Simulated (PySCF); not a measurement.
C4H7AlO, singlet, geometry from GFN2-xTB (such geometries of metal compounds can be far from the true shape), atoms displaced at random by about 0.03 Å a coordinate.

PySCF was given this input:
```python
from pyscf import gto, scf, dft

mol = gto.M(
    atom='''
Al    0.03990375    0.25722181    0.58931102
C     0.25121121    1.45473770   -0.96402956
C    -0.14390646    1.19037291   -2.17730094
H     0.51962768    2.59942636   -0.75410430
H    -0.01640784    1.90658149   -3.00146028
H    -0.48470682    0.28546867   -2.48469241
C    -0.20870897   -1.74692139    0.49134777
C    -0.14594789   -2.44775948   -0.61269101
H    -0.44537263   -2.21432918    1.37865677
H    -0.25960027   -3.54936847   -0.59747884
H     0.14834485   -2.06171038   -1.59918992
O     0.18630328    0.85291318    2.11410214
H     0.25252799    1.33081989    2.96814422
''',
    basis='sto-3g',
    verbose=4,
)

mf = dft.RKS(mol)
mf.xc = 'r2scan'
mf.kernel()
g = mf.nuc_grad_method()
grad = g.kernel()
```

**Question.** What is the computed number of basis functions (R2SCAN/STO-3G, gradient (PySCF))?

**Answer.** 41

**Question.** What is the computed Mulliken (on the basis functions themselves) charges in atom order (R2SCAN/STO-3G, gradient)?

**Answer.** Al1 0.94, C2 -0.28, C3 -0.21, H4 0.03, H5 0.06, H6 0.08, C7 -0.31, C8 -0.18, H9 0.07, H10 0.06, H11 0.06, O12 -0.51, H13 0.21

**Question.** What HOMO energy does R2SCAN/STO-3G, gradient give?

**Answer.** -2.14 eV
